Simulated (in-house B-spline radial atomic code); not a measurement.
**Bi VI (Bi5+): [He] 2s2 (2p1/2)2 (2p3/2)3 3s2 3p6 3d10 4s2 4p6 4d10 4f14 5s2 5p6 5d10 6s1 (with a hole in an inner shell)**

Computed with an all-electron radial atomic-structure program (B-spline basis): Dirac-Hartree-Fock, average of the jj configuration, Fermi nucleus of rms radius 5.5211 fm.

Z_r = [3n² - l(l+1)]/(2<r>); Z_e = n√(-2ε); the last column is Slater's effective charge. Values are occupation-weighted means over j. An effective charge above Z reflects the relativistic contraction of the inner shells.

```
shell  electrons   ε (eV)  <r> (bohr)    Z_r    Z_e  Slater
   1s          2   -91570     0.01579  95.01  82.04   82.70
   2s          2   -16802     0.06553  91.56  70.28   79.20
   2p          5   -14773     0.05923  84.42  65.90   79.20
   3s          2  -4210.2      0.1695  79.66  52.77   72.60
   3p          6  -3555.2      0.1706  73.26  48.49   72.60
   3d         10  -2827.5      0.1555  67.51  43.25   62.85
   4s          2  -1061.2      0.3728  64.39  35.33   56.25
   4p          6  -838.52      0.3947  58.27  31.40   56.25
   4d         10     -561      0.4135  50.79  25.69   44.85
   4f         14  -258.02      0.4266  42.19  17.42   33.45
   5s          2  -248.35      0.8251  45.45  21.36   26.35
   5p          6  -181.32      0.9247  39.47  18.25   26.35
   5d         10  -96.654        1.14  30.27  13.33   12.85
   6s          1  -68.819       1.881  28.71  13.49    8.70
```

The least bound orbital is 6s1/2 at -68.82 eV, and it is also the most diffuse (<r> = 1.881 bohr). The part-filled 2p shell lies below the filled 5d shell in orbital energy.

For the 1s electron the small component carries 10.1 % of the norm, the zero-frequency Breit interaction raises the level by 351.4 eV, self-energy by 233.6 eV, and vacuum polarisation lowers it by 50.61 eV.
